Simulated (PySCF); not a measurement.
SMILES F[Si](F)(F)C[CH2][GeH3] (C2H7F3GeSi), singlet, GFN2-xTB optimised geometry.

```
14

F     -0.29    -0.68     1.45
Si     0.11    -0.17     0.00
F      1.70    -0.17     0.00
F     -0.27     1.37     0.00
C     -0.64    -1.16    -1.40
C     -0.51    -0.47    -2.77
Ge     1.36    -0.04    -3.25
H     -0.14    -2.13    -1.45
H     -1.70    -1.37    -1.20
H     -1.09     0.45    -2.77
H     -0.94    -1.12    -3.54
H      2.26    -1.21    -2.99
H      1.88     1.13    -2.49
H      1.44     0.28    -4.71
```

Density from PBE0/def2-TZVP (PySCF) at that geometry.

Minimum of the electron density along straight lines between bonded atoms, close to the bond critical point (lines longer than 1.1 times the sum of covalent radii, or with two minima, are not listed):

```
bond     length / Å  ρ at the minimum / e bohr⁻³  ∇²ρ there / e bohr⁻⁵  position (fraction from the first atom)
-------  ----------  ---------------------------  --------------------  ---------------------------------------
F1–Si2        1.588                        0.144                  1.05                                     0.58
Si2–F3        1.588                        0.144                  1.05                                     0.42
Si2–F4        1.586                        0.145                  1.06                                     0.42
Si2–C5        1.875                        0.130                  0.11                                     0.39
C5–C6         1.535                        0.235                 -0.54                                     0.51
C6–Ge7        1.979                        0.123                  0.08                                     0.53
C5–H8         1.093                        0.274                 -0.92                                     0.64
C5–H9         1.094                        0.274                 -0.92                                     0.64
C6–H10        1.092                        0.277                 -0.94                                     0.64
C6–H11        1.092                        0.276                 -0.93                                     0.64
Ge7–H12       1.494                        0.143                  0.10                                     0.60
Ge7–H13       1.490                        0.144                  0.09                                     0.60
Ge7–H14       1.498                        0.142                  0.09                                     0.60
```
